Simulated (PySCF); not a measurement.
C2H7NSi2, SMILES N[SiH2]C#C[SiH3].

Geometry: ωB97X-D3(BJ)/def2-SVP. The values are those of a single conformer.

Two levels are set side by side: TDDFT-PBE/def2-SVPD (PySCF) and TDDFT-B3LYP/def2-SVPD (PySCF). Vertical, same geometry. The lowest singlet is HOMO→LUMO 95 % with PBE and HOMO−1→LUMO 81 % with the other functional; states are paired by order. Differences are taken from unrounded values.

```
quantity                               TDDFT-B3LYP  TDDFT-PBE  TDDFT-PBE minus TDDFT-B3LYP
-------------------------------------  -----------  ---------  ---------------------------
lowest singlet excitation (eV)                5.42       4.92                        -0.50
lowest triplet excitation (TDA) (eV)          4.55       4.40                        -0.14
first bright state (f over 0.05) (eV)         7.23       4.92                        -2.31
its oscillator strength                       0.54       0.06                        -0.48
```

Functionals without exact exchange tend to place singlet excitations lower, as here. Differences between two approximate levels are no errors against the true value.

Rough cost on one machine, each run with all the roots and properties that it gave: TDDFT-B3LYP against TDDFT-PBE about 4 times.
